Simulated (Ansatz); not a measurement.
Total energies of H4Se3Sn (`[SeH][SnH]([SeH])[SeH]`).

Cartesian coordinates in Å:
```
Se -1.444 -1.750 -1.024
Sn 0.402 -0.275 -0.132
Se 0.757 -0.889 2.289
Se -0.436 2.091 -0.428
H -1.518 -0.973 -2.270
H 1.899 -0.504 -0.920
H -0.560 -0.346 2.648
H 0.899 2.646 -0.163
```

Charge 0, multiplicity 1. Correlated methods include outer-core shells of Se, Sn, which these sets cover unevenly. Scalar relativity is left out up to krypton. Sn: def2 effective core potential. All single points use the PBE0-D4/def2-TZVP geometry. It is one conformer, not always the lowest. Basis def2-TZVPP, Ansatz 0.2.0.

RPA on PBE orbitals: Hartree–Fock energy of these orbitals -7415.23012 Eh, correlation -1.71007 Eh (frozen core).

| functional | energy without D4 (Eh) | D4 term (kJ/mol) |
| --- | --- | --- |
| LDA (SPW92) | -7410.83478 | – |
| PBE | -7420.36855 | -28.4 |
| revPBE | -7420.90563 | -59.1 |
| B97M-V | -7420.14466 | – |
| r2SCANh | -7421.48710 | -7.3 |
| r2SCAN0 | -7421.45781 | -8.3 |
| BHLYP | -7421.34481 | -47.5 |
| CAM-B3LYP | -7421.80589 | -26.8 |
| ωB97M-V | -7420.99577 | – |
| PBE-QIDH | -7419.46646 | – |

(1) Give the same for BLYP, r2SCAN, PBE0, B3LYP, HSE06 (plane-wave form), LC-ωPBE, ωB97X-V, B2PLYP. (Best estimate.)

B3LYP takes the VWN-RPA correlation (the form of Gaussian; ORCA's B3LYP/G). HSE06 is the plane-wave form, built on full-range PBE exchange. The double hybrids freeze the cores in their second-order part.

## Answers

(1) The calculation gave: 
```json
{"functional": "BLYP", "energy without D4 (Eh)": "-7421.50129", "D4 term (kJ/mol)": "-57.8"}
{"functional": "r2SCAN", "energy without D4 (Eh)": "-7421.50797", "D4 term (kJ/mol)": "-6.4"}
{"functional": "PBE0", "energy without D4 (Eh)": "-7420.61280", "D4 term (kJ/mol)": "-25.0"}
{"functional": "B3LYP", "energy without D4 (Eh)": "-7421.63869", "D4 term (kJ/mol)": "-46.8"}
{"functional": "HSE06 (plane-wave form)", "energy without D4 (Eh)": "-7420.62026", "D4 term (kJ/mol)": "-24.2"}
{"functional": "LC-ωPBE", "energy without D4 (Eh)": "-7420.50421", "D4 term (kJ/mol)": "–"}
{"functional": "ωB97X-V", "energy without D4 (Eh)": "-7420.77613", "D4 term (kJ/mol)": "–"}
{"functional": "B2PLYP", "energy without D4 (Eh)": "-7420.10800", "D4 term (kJ/mol)": "–"}
```

LC-ωPBE has ω = 0.4 bohr⁻¹.
